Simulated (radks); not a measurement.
Values are calculated unless marked as measured or tabulated.
Species: Dy26+. Configuration: [Kr] 4d4.

Level of theory: scalar-relativistic Kohn-Sham, HCTH/407, spin-polarised, spherical densities, point nucleus; open shells are filled with parallel spins first (spin-orbit coupling, left out, can overturn this in heavy ions) (a radial shooting solver on a logarithmic mesh with Libxc functionals).

Energy parts (Ry):
total: -23695.3274
kinetic: 25615.7521
electron-nucleus: -55339.3779
Hartree: 6500.2220
exchange-correlation: -471.9235

Orbitals (lengths in bohr, moments of r in powers of bohr; r(max) is where P^2 peaks):
| orbital | occ. | eigenvalue (Ry) | <r^4> | <r^2> | <r> | r(max) |
|---|---|---|---|---|---|---|
| 1s up | 1 | -4006.850 | 9.925e-07 | 0.0006097 | 0.02112 | 0.01338 |
| 1s down | 1 | -4006.841 | 9.924e-07 | 0.0006097 | 0.02112 | 0.01338 |
| 2s up | 1 | -721.3443 | 0.0001556 | 0.009516 | 0.08976 | 0.07605 |
| 2s down | 1 | -721.0730 | 0.0001556 | 0.009514 | 0.08975 | 0.07604 |
| 2p up | 3 | -647.4993 | 0.0001172 | 0.007701 | 0.07943 | 0.06169 |
| 2p down | 3 | -647.2796 | 0.0001171 | 0.007699 | 0.07942 | 0.06167 |
| 3s up | 1 | -209.0339 | 0.005779 | 0.06206 | 0.2331 | 0.2148 |
| 3s down | 1 | -208.8838 | 0.005753 | 0.06196 | 0.2330 | 0.2148 |
| 3p up | 3 | -186.3531 | 0.006018 | 0.06208 | 0.2316 | 0.2109 |
| 3p down | 3 | -186.1865 | 0.005986 | 0.06195 | 0.2314 | 0.2109 |
| 3d up | 5 | -157.5398 | 0.004656 | 0.05153 | 0.2097 | 0.1718 |
| 3d down | 5 | -157.3035 | 0.004633 | 0.05145 | 0.2096 | 0.1719 |
| 4s up | 1 | -85.69938 | 0.1022 | 0.2706 | 0.4910 | 0.4749 |
| 4s down | 1 | -84.94843 | 0.1029 | 0.2712 | 0.4915 | 0.4747 |
| 4p up | 3 | -77.53781 | 0.1191 | 0.2901 | 0.5068 | 0.4892 |
| 4p down | 3 | -76.79913 | 0.1204 | 0.2912 | 0.5077 | 0.4891 |
| 4d up | 4 | -66.67018 | 0.1343 | 0.3023 | 0.5146 | 0.4896 |
| 4d down | 0 | -65.94136 | 0.1367 | 0.3043 | 0.5160 | 0.4896 |
| 4f up | 0 | -55.03149 | 0.1257 | 0.2817 | 0.4977 | 0.4285 |
| 4f down | 0 | -54.38949 | 0.1278 | 0.2830 | 0.4984 | 0.4268 |
| 5s up | 0 | -45.56625 | 1.004 | 0.8649 | 0.8806 | 0.8890 |
| 5s down | 0 | -45.42908 | 1.001 | 0.8662 | 0.8821 | 0.8970 |
| 5p up | 0 | -42.08595 | 1.203 | 0.9444 | 0.9188 | 0.9303 |
| 5p down | 0 | -41.95863 | 1.187 | 0.9403 | 0.9174 | 0.9353 |
| 5d up | 0 | -37.38405 | 1.486 | 1.042 | 0.9615 | 0.9772 |
| 5d down | 0 | -37.23350 | 1.451 | 1.030 | 0.9563 | 0.9770 |

The highest occupied level is 4d up at -907.09 eV. Spin moment in Bohr magnetons: 4.
